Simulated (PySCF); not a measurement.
Bi⁺ (bismuth, charge +1) across methods

[Xe] 4f14 5d10 6s1 6p2 6d1, one real determinant (an excited configuration). Computed with PySCF 2.14 in aug-cc-pVTZ-PP with ECP60MDF (6s5p4d2f, 55 functions), with scalar relativity through the core potential.

```
 method  E (hartree)  mean ε 6s α (eV)  mean ε 6p α (eV)  mean ε 6d α (eV)  Σ⟨r²⟩ (bohr²)   ⟨S²⟩
    LDA    -213.3174           -26.659           -15.154            -5.466          68.29  6.001
   PBE0    -213.6395           -28.096           -16.216            -5.882          68.61  6.002
   TPSS    -213.5667           -26.401           -15.038            -5.412          68.47  6.002
r2SCANh    -213.7116           -27.710           -15.923            -5.571          68.83  6.004
 r2SCAN    -213.7315           -27.082           -15.491            -5.411          68.80  6.004
    PBE    -213.6547           -26.372           -15.012            -5.479          68.42  6.002
   PW91    -213.7343           -26.438           -15.065            -5.502          68.23  6.001
   MN15    -213.1733           -29.450           -16.898            -5.770          67.79  6.002
    UHF   -212.68867           -32.405           -19.265            -6.747          70.58  6.005
```

⟨L²⟩ = 7.92 against 12 for a pure F term, so this real determinant mixes terms. Energies and moments cover only the electrons outside the core potential. Spin-orbit coupling is strong in this species (close to jj coupling), so the high-spin LS determinant is a model state, not a physical level. The outer electron is Rydberg-like, and this basis confines it to a smaller radius and binds it less than a complete one would.
